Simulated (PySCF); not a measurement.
**Level sweep**

Species: CH3FO2Si.
SMILES: `O=CO[SiH2]F`

PySCF, dipoles from the SCF density, polarisabilities from static response with core orbitals frozen. Isolated species at its PBE0-D3(BJ)/def2-SVP geometry (one conformer only).

Problem. Compare the levels for these properties.

Solution. 

```csv
level,μ (D),α (au),anisotropy (au)
LDA/def2-SVPD,0.460,46.40,14.03
PBE/def2-SVPD,0.461,45.86,13.97
B3LYP/def2-SVPD,0.515,43.67,11.94
PBE0/def2-SVPD,0.523,43.25,11.90
BHandHLYP/def2-SVPD,0.600,41.22,10.11
CAM-B3LYP/def2-SVPD,0.542,43.04,11.23
wB97X-D/def2-SVPD,0.538,42.90,11.31
LC-wPBE/def2-SVPD,0.553,42.45,11.13
HF/def2-SVPD,0.754,38.54,8.08
PBE0/6-31G*,0.439,33.61,10.96
PBE0/def2-SVP,0.457,34.74,9.73
PBE0/6-31+G*,0.486,39.13,10.68
PBE0/aug-cc-pVDZ,0.539,43.75,12.38
PBE0/def2-TZVP,0.581,40.33,11.69
PBE0/def2-TZVPD,0.571,43.73,12.02
```

The anisotropy is √(½[(α1 − α2)² + (α2 − α3)² + (α3 − α1)²]). The dipole runs from 0.44 D (PBE0/6-31G*) to 0.75 D (HF/def2-SVPD). No reference polarisability is at hand; against PBE0 in the largest diffuse basis at hand (def2-TZVPD) the other PBE0 rows deviate by 6-31G* -23%, def2-SVP -21%, 6-31+G* -11%, def2-SVPD -1%, aug-cc-pVDZ 0%, def2-TZVP -8%. In one basis (def2-SVPD) the functionals order the polarisability from HF (lowest) to LDA (highest), a spread of 20%. With PBE0 the polarisability is 36.23 au without diffuse functions (mean of 6-31G*, def2-SVP and def2-TZVP) and 42.46 au with them (mean of 6-31+G*, def2-SVPD, aug-cc-pVDZ and def2-TZVPD).
